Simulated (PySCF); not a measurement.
# Mo³⁺ (molybdenum, charge +3) across methods

[Kr] 4d3, high-spin 4F determinant. All numbers are calculated (PySCF 2.14, a scalar-relativistic core potential, in aug-cc-pVTZ-PP with ECP28MDF).

```
   method  E (hartree)  mean ε 4p α (eV)  mean ε 4p β (eV)  mean ε 4d α (eV)  Σ⟨r²⟩ (bohr²)   ⟨S²⟩
BHandHLYP     -65.9601           -77.289           -73.173           -37.438          21.97  3.752
      PBE     -66.0118           -70.984           -68.643           -34.040          22.08  3.751
     BLYP     -65.9812           -70.820           -68.521           -33.865          22.10  3.751
     TPSS     -66.0088           -71.263           -68.786           -34.048          22.02  3.751
   r2SCAN     -66.0518           -72.289           -69.340           -34.445          21.93  3.752
     PBE0     -66.0125           -74.213           -70.983           -35.818          22.00  3.751
     MN15     -65.8793           -73.871           -71.594           -36.056          22.25  3.751
      UHF    -65.60353           -82.925           -76.614           -40.408          21.94  3.755
```

(1) Estimate the same row for LDA.

Energies and moments cover only the electrons outside the core potential.

## Answers

(1) E (hartree) = -65.8133; mean ε 4p α (eV) = -70.930; mean ε 4p β (eV) = -68.605; mean ε 4d α (eV) = -33.941; Σ⟨r²⟩ (bohr²) = 22.23; ⟨S²⟩ = 3.750.
